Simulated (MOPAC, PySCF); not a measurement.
H$_{3}$In, SMILES `[InH3]`, neutral singlet in the gas phase. 

Cartesian coordinates (Å):
SMILES: [InH3]
```xyz
4

In     0.0000     0.0000     0.0000
H     -0.1559     1.7173    -0.0152
H     -1.4079    -0.9940    -0.0582
H      1.5637    -0.7232     0.0734
```
Charge 0, multiplicity 1.

All levels are single points at this geometry (PBE0-D4/def2-TZVP); Pople sets use spherical d functions. Orbital energies aren't observables, and empty levels follow the basis.

B3LYP/6-311+G** (LANL2DZ on In) in PySCF gives dipole (D) = 0.00.

**Question.** Estimate the dipole (D) from each of these levels: B3LYP-D3(BJ)/def2-TZVP in PySCF; PBE-D3(BJ)/def2-TZVP in PySCF; PBE0-D4/def2-TZVP in PySCF; B3LYP/6-31G* (LANL2DZ on In) in PySCF; B3LYP/LANL2DZ in PySCF; M06-2X/6-31G* (LANL2DZ on In) in PySCF; PBE/6-31G* (LANL2DZ on In) in PySCF; SVWN5/6-31G* (LANL2DZ on In) in PySCF; HF/6-31G* (LANL2DZ on In) in PySCF; PM3 in MOPAC; PM6 in MOPAC; PM7 in MOPAC.

**Answer.** 
```
level                                   dipole (D)
--------------------------------------  ----------
B3LYP-D3(BJ)/def2-TZVP in PySCF               0.00
PBE-D3(BJ)/def2-TZVP in PySCF                 0.00
PBE0-D4/def2-TZVP in PySCF                    0.00
B3LYP/6-31G* (LANL2DZ on In) in PySCF         0.00
B3LYP/LANL2DZ in PySCF                        0.00
M06-2X/6-31G* (LANL2DZ on In) in PySCF        0.00
PBE/6-31G* (LANL2DZ on In) in PySCF           0.00
SVWN5/6-31G* (LANL2DZ on In) in PySCF         0.00
HF/6-31G* (LANL2DZ on In) in PySCF            0.00
PM3 in MOPAC                                  0.00
PM6 in MOPAC                                  0.00
PM7 in MOPAC                                  0.00
```
